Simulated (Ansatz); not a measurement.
Born–Oppenheimer molecular dynamics of H$_{7}$NO$_{4}$Si (13 atoms, charge 0, multiplicity 1). It starts from a rough guess of a transition structure, not a stationary point.

The calculation used UKS B3LYP-D4/STO-3G (Ansatz 0.2.0).

```yaml
ensemble: NVE (velocity Verlet)
time_step: 0.5 fs
steps_asked: 150
starting_velocities_drawn_for: 100 K
seed: 890379
```

First frame:

```xyz
13
Properties=species:S:1:pos:R:3
Si -0.371 -0.376 0.272
N 1.298 0.893 -0.044
O -0.434 -1.720 -0.643
O 0.206 -1.039 1.664
O -1.648 0.471 0.815
H 0.555 1.082 -1.143
O -0.569 0.618 -1.534
H 1.375 1.676 0.584
H 2.189 0.438 -0.150
H -0.312 -2.539 -0.168
H 0.239 -0.492 2.443
H -2.115 0.979 0.155
H -0.414 0.008 -2.252
```

Problem. How far do the bonds stretch over the last three quarters of this one trajectory? (Pairs bonded in most of those frames.)

Solution. 
```tsv
bond	mean (Å)	spread (Å)	shortest	longest
Si1–N2	1.883	0.084	1.76	2.02
Si1–O3	1.729	0.053	1.65	1.80
Si1–O4	1.748	0.062	1.64	1.83
Si1–O5	1.732	0.067	1.61	1.81
Si1–O7	1.976	0.078	1.82	2.08
N2–H8	1.053	0.040	0.99	1.11
N2–H9	1.051	0.024	1.01	1.09
O3–H10	1.028	0.044	0.96	1.10
O4–H11	1.029	0.043	0.96	1.10
O5–H12	1.029	0.041	0.96	1.09
H6–O7	1.137	0.060	1.02	1.24
O7–H13	1.029	0.052	0.95	1.11
```

Pairs bonded in part of these frames only: H6–O7 82 %.

Mean temperature of the second half: 578 K. The conserved energy stayed within 1.3 meV per atom of its start (net change -0.7 meV per atom), so the integration is sound. The kinetic energy rose, since the run started high on the potential surface and went downhill. A run of 0.075 ps of so small a system gives no equilibrium averages. The orbitals were unrestricted but ended closed-shell. Limits of this set-up: minimal basis.

The run took 11 min on 1 thread of Arm Neoverse V2, on a shared host, peak memory 0.16 GiB.
